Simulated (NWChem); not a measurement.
System: ZnNH$_{2}$Br; SMILES [Br][Zn][NH2]

```xyz
5

Zn     0.0020     0.8246    -0.0192
Br    -0.0006    -1.4125     0.0109
N     -0.0042     2.6388     0.1046
H     -0.8233     3.1105    -0.2728
H      0.8140     3.1185    -0.2647
```
Atoms are numbered in this order, from 1.

Computed with NWChem. The geometry was optimised at PBE0/def2-SVP. Ions are spin-unrestricted doublets at the neutral geometry; other ion states weren't tried.

For level CAM-B3LYP/def2-SVP:

| Property | Value |
|---|---|
| vertical ionisation energy, ΔSCF (eV) | 9.43 |
| −ε(HOMO) (eV) | 8.27 |

### Question
Estimate the same quantities for level PBE/def2-SVP.

### Answer
* **vertical ionisation energy, ΔSCF (eV)**: 8.95
* **−ε(HOMO) (eV)**: 5.40
